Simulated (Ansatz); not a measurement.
Reaction (formal hydrolysis of the Si–Si bond): `BN[SiH2][SiH3]` + H₂O → `BN[SiH2]O` + SiH₄

Isolated molecules relaxed with PBE0-D4/def2-TZVP in Ansatz; ΔE leaves out vibrations. CCSD(T)/CBS adds triple-zeta CCSD(T) − MP2 to the extrapolated MP2 energy (def2 sets, frozen cores). This one scheme is used for every species. DFT in def2-TZVPP. One conformer a species, not always the lowest.

`BN[SiH2][SiH3]`:

Cartesian coordinates in Å:
```
B -1.107 2.054 -0.368
N -0.189 1.249 0.315
Si -0.371 -0.447 0.711
Si 1.212 -1.748 -0.428
H -2.148 1.577 -0.720
H -0.837 3.200 -0.590
H 0.680 1.686 0.591
H -0.187 -0.641 2.177
H -1.752 -0.838 0.336
H 1.004 -1.657 -1.898
H 2.585 -1.262 -0.116
H 1.110 -3.173 -0.011
```

H₂O:

Z-matrix (Å, degrees):
```
O
H 1 0.960
H 1 0.960 2 105.1
```

`BN[SiH2]O`:

```xyz
10

B     0.420    0.983    1.386
N     0.737    0.239    0.243
Si   -0.294   -0.908   -0.564
O    -0.775   -0.395   -2.048
H    -0.661    0.846    1.883
H     1.225    1.742    1.845
H     1.655    0.383   -0.155
H     0.464   -2.147   -0.845
H    -1.439   -1.128    0.349
H    -1.332    0.384   -2.093
```

SiH₄:

```xyz
5

Si    0.000    0.000    0.000
H     0.365   -0.697   -1.259
H     1.171    0.019    0.912
H    -1.125   -0.715    0.654
H    -0.411    1.393   -0.307
```

Q: Is it downhill or uphill in electronic energy at CCSD(T)/CBS, and by how much? (An estimate is asked.)

A: Computed: Downhill: ΔE = -109.4 kJ/mol.

Q: What do these levels give: B97M-V, r2SCAN0-D4, B2PLYP, r2SCANh, MP2/def2-SVP, CCSD/def2-TZVPP? (Best estimate.)

A: Computed: B97M-V -109.6, r2SCAN0-D4 -110.3, B2PLYP -119.2, r2SCANh -110.4, MP2/def2-SVP -117.2, CCSD/def2-TZVPP -115.4 kJ/mol.

Largest T1 diagnostic among the species: 0.013.

From BLYP to BHLYP (50 % exact exchange), in def2-TZVPP and without D4, ΔE moves by −12.9 kJ/mol. Leaving LDA and LC-ωPBE aside and taking each functional with its dispersion term where it has one, the values, not all of them listed here, spread over 30.6 kJ/mol, from CAM-B3LYP-D4 to revPBE-D4. LDA lies −4.1 kJ/mol from PBE without D4. In def2-TZVPP, CCSD(T) changes the Hartree–Fock value by +24.0 kJ/mol (the triples alone add +2.8 kJ/mol) and MP2 by +17.2 kJ/mol.
